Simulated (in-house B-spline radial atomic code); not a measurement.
**RPA and G0W0 on LC-wPBE: C4+**

Configuration 1s2, mean-field start LC-wPBE. Computed with a B-spline radial code for spherical atoms: all electrons, scalar-relativistic (spin-free one-electron X2C), finite nucleus, each spin shell either full or empty, empty states to l = 9 with an (l + 1/2)⁻⁴ tail; G0W0 by contour deformation at full frequency.

Command:
```bash
python run_gw.py task.json out
```
Settings (radii: box in bohr, nucleus in fm):
```
Z                        6
electrons                2
configuration            1s2
hamiltonian              x2c
method                   lc_wpbe
lmax                     9
rms_radius               2.4702
spin_polarised           False
box_radius               11.96
intervals                70
ion_configuration        1s1
```

Cost of the run: 1.4 s on 1 thread of Arm Neoverse V1, on a shared host.

Energies (hartree):

```tsv
term	value
mean-field total	-32.36643
Hartree-Fock functional on these orbitals	-32.37315
direct second order	-0.093138
second-order exchange	0.04657
SOSEX correction	0.044576
```

(1) What is the RPA correlation energy, and what remains with SOSEX?

Quasi-particle levels (eV):

```
level  occupied  mean field  Σx - vxc     Σc  QP weight    G0W0
   1s       yes     -363.83    -28.77      ?          ?       ?
   2s        no      -66.52      2.27  -0.19      0.999  -64.43
```

G0W0 = mean field + (Σx - vxc) + Σc, with Σc (partial-wave tail included) taken at the quasi-particle energy.

(2) Where does G0W0 put 1s?

(3) What does it cost to remove one electron (to 1s1) by differences of total energies, each species on its own start (correlation terms add to the Hartree-Fock functional)?

## Answers

(1) RPA gives -0.08915 hartree (-1.21 eV per electron); RPA + SOSEX gives -0.044574, and the second-order doubles -0.046568 hartree (no singles). SOSEX takes back 50 % of the RPA value, the self-correlation of each of the two electrons.

(2) At -391.90 eV, with Σc = 0.70 eV and a quasi-particle weight of 0.991. The tabulated removal energy is 392.091 eV (NIST, tabulated theory).

(3) LC-wPBE 391.46 eV, Hartree-Fock functional 390.90 eV, + RPA 392.71 eV, + RPA + SOSEX 392.11 eV, + second order 392.17 eV. Tabulated: 392.091 eV (NIST, tabulated theory).
